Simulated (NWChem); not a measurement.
# WSOClF; SMILES [O]=[W]([F])(=[S])[Cl]

def2 effective core potentials on W; no spin-orbit coupling.

Problem. Give the equilibrium geometry at PBE-D3(BJ)/def2-SVP with def2 effective core potentials on W (NWChem) as a list of bonds and angles, with the point group.

Solution. point group C1; any orientation.
Bond lengths (Å): W1–O2 1.712, W1–S3 2.146, W1–F4 1.870, W1–Cl5 2.275. Angles (°): O2–W1–S3 106.4, O2–W1–F4 109.3, O2–W1–Cl5 108.1, S3–W1–F4 108.8, S3–W1–Cl5 108.0, F4–W1–Cl5 115.8.
